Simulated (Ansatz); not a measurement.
Compare A (`[CH3][GeH]([F])[SiH2]F`) with its isomer B (`F[CH](F)[GeH2][SiH3]`).

Computed with Ansatz on PBE0-D4/def2-TZVP structures; ΔE is electronic, products minus reactants. CCSD(T)/CBS is the MP2 limit (def2-TZVPP, def2-QZVPP) plus CCSD(T) − MP2 in def2-TZVPP, frozen cores. Functionals use def2-TZVPP. B3LYP here is the variant with VWN-RPA as its local correlation; programs differ in this. For Ge outer-core shells are correlated without core-valence functions, which leaves a few kJ/mol of doubt a bond. Scalar relativity is left out up to krypton. One conformer a species, not always the lowest.

A:

Z-matrix (Å, degrees):
```
C
Ge 1 1.942
H 1 1.090 2 109.5
H 1 1.092 2 110.2 3 119.9
H 1 1.090 2 110.0 3 -120.1
F 2 1.755 1 105.9 3 56.3
Si 2 2.395 1 114.8 3 172.8
H 2 1.544 1 112.1 3 -57.5
F 7 1.606 2 108.7 1 -36.6
H 7 1.483 2 111.7 1 -156.1
H 7 1.487 2 110.6 1 81.4
```

B:

Z-matrix (Å, degrees):
```
C
F 1 1.363
Ge 1 2.002 2 110.0
F 1 1.363 2 107.3 3 119.6
H 1 1.095 2 107.5 3 -125.1
Si 3 2.378 1 109.0 2 58.9
H 3 1.538 1 106.8 2 -179.2
H 3 1.538 1 106.8 2 -63.0
H 6 1.485 3 109.7 1 59.9
H 6 1.486 3 109.2 1 179.6
H 6 1.485 3 109.7 1 -60.7
```

Which isomer does CCSD(T)/CBS put lower? Give the gap. (Best estimate.)

The calculation gave: A, by 83.5 kcal/mol.

Give E(B) − E(A) in kcal/mol with r2SCAN-D4, PBE-D4, MP2/def2-TZVPP, B2PLYP, CCSD(T)/def2-TZVPP, B3LYP, HF/def2-TZVPP. (Estimate.)

The calculation gave: r2SCAN-D4 79.8, PBE-D4 75.6, MP2/def2-TZVPP 86.3, B2PLYP 82.8, CCSD(T)/def2-TZVPP 81.5, B3LYP 80.4, HF/def2-TZVPP 84.3. None reverses the order clearly.

Largest T1 diagnostic: 0.012.

From PBE to PBE0 (25 % exact exchange), in def2-TZVPP and without D4, E(B) − E(A) moves by +2.4 kcal/mol.
